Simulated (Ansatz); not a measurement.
Total energies of OY (`[O]=[Y]`) radical.

```
atom   x (Å)   y (Å)   z (Å)
  O1  -0.602  -0.267  -0.603
  Y2   0.602   0.267   0.603
```

Charge 0, multiplicity 2. Correlated methods include outer-core shells of Y, which these sets cover unevenly. Y: def2 effective core potential. The structure was optimised at the PBE0-D4/def2-TZVP level. Basis def2-TZVPP, Ansatz 0.2.0.

RPA on PBE orbitals: Hartree–Fock energy of these orbitals -112.75053 Eh, correlation -0.72864 Eh (frozen core).

```tsv
functional	energy without D4 (Eh)	D4 term (kJ/mol)
LDA (SPW92)	-112.94836	–
PBE	-113.51868	-4.5
B97M-V	-113.56873	–
PBE0	-113.49015	-3.8
B3LYP	-113.59730	-7.7
r2SCANh	-113.54339	-0.9
BHLYP	-113.46271	-7.5
CAM-B3LYP	-113.52008	-4.0
ωB97X-V	-113.52165	–
B2PLYP	-113.46232	–
```

Give the same for revPBE, BLYP, r2SCAN, r2SCAN0, HSE06 (plane-wave form), LC-ωPBE, ωB97M-V, PBE-QIDH. (Best estimate.)

Computed: 
```
             functional  energy without D4 (Eh)  D4 term (kJ/mol)
                 revPBE              -113.59990             -10.8
                   BLYP              -113.55508              -9.9
                 r2SCAN              -113.56250              -0.8
                r2SCAN0              -113.51545              -1.1
HSE06 (plane-wave form)              -113.48599              -3.6
                LC-ωPBE              -113.54202                 –
                ωB97M-V              -113.48129                 –
               PBE-QIDH              -113.42386                 –
```

B3LYP takes the VWN-RPA correlation (the form of Gaussian; ORCA's B3LYP/G). HSE06 is the plane-wave form, built on full-range PBE exchange. The double hybrids freeze the cores in their second-order part.

LC-ωPBE has ω = 0.4 bohr⁻¹.
